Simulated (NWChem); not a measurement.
Molecule: GaIF2; SMILES [F][Ga]([F])[I]

Results from NWChem. All runs use the structure optimised with PBE0/def2-SVP. def2 effective core potentials on I; no spin-orbit coupling. Ions are spin-unrestricted doublets at the neutral geometry; other ion states weren't tried. Functional: LC-ωPBE (HJS hole) with def2-SVP; rows give the range parameter ω in 1/bohr.

```
range parameter (1/bohr)  vertical ionisation energy, ΔSCF (eV)  −ε(HOMO) (eV)  ΔSCF minus −ε(HOMO) (eV)
------------------------  -------------------------------------  -------------  ------------------------
0.10                                                      10.75           8.74                      2.01
0.20                                                      10.83           9.86                      0.97
0.30                                                          …              …                         …
0.40                                                      10.98          11.15                     -0.17
0.50                                                      11.06          11.49                     -0.43
```

Problem. Some entries are withheld; supply them.

Solution. 
- 0.30, vertical ionisation energy, ΔSCF (eV): 10.90
- 0.30, −ε(HOMO) (eV): 10.63
- 0.30, ΔSCF minus −ε(HOMO) (eV): 0.27
